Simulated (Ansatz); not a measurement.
Stepwise reaction of `[CH3][Sn]([CH3])([CH3])[F]` with hydrogen fluoride, as a gas-phase model of exchange steps in deposition or etching. ΔE in kJ/mol; ΔG adds harmonic PBE0-D4 terms to CCSD(T)/CBS, at 1 bar.

Gas-phase electronic energies from Ansatz, PBE0-D4/def2-TZVP geometries. CCSD(T)/CBS adds triple-zeta CCSD(T) − MP2 to the extrapolated MP2 energy (def2 sets, frozen cores). This one scheme is used for every species. DFT in def2-TZVPP. B3LYP here is the variant with VWN-RPA as its local correlation; programs differ in this. def2 core potentials past Kr. For Sn outer-core shells are correlated without core-valence functions, which leaves a few kJ/mol of doubt a bond.

```tsv
step	reaction	PBE-D4	B3LYP-D4	ωB97M-V	CCSD(T)/CBS	ΔG(600 K)
1	`[CH3][Sn]([CH3])([CH3])[F]` + H–F → `[CH3][Sn]([CH3])([F])[F]` + CH₄	-93.9	-100.1	-94.0	-86.1	-80.3
3	`[CH3][Sn]([F])([F])[F]` + H–F → `[F][Sn]([F])([F])[F]` + CH₄	-19.4	-21.9	-21.0	-15.1	5.8
```

Give the row of step 2, `[CH3][Sn]([CH3])([F])[F]` + H–F → `[CH3][Sn]([F])([F])[F]` + CH₄. (Estimate.)

Ansatz gave: 
```
step                                                           reaction  PBE-D4  B3LYP-D4  ωB97M-V  CCSD(T)/CBS  ΔG(600 K)
   2  `[CH3][Sn]([CH3])([F])[F]` + H–F → `[CH3][Sn]([F])([F])[F]` + CH₄   -64.8     -69.6    -65.8        -58.6      -47.6
```

By hand: ΔE of the 3 steps together at CCSD(T)/CBS.

(-86.1) + (-58.6) + (-15.1) = -159.8 kJ/mol, or -53.3 kJ/mol a step.

In ΔE each step is higher than the one before. All are downhill at CCSD(T)/CBS. ΔG lies between -80.3 and 5.8 kJ/mol a step. PBE-D4 differs from CCSD(T)/CBS by -7.8 to -4.3 kJ/mol a step. Only this route is followed, and other bonds may react first. Isolated molecules leave out the surface, adducts and barriers. Largest T1 diagnostic: 0.015.
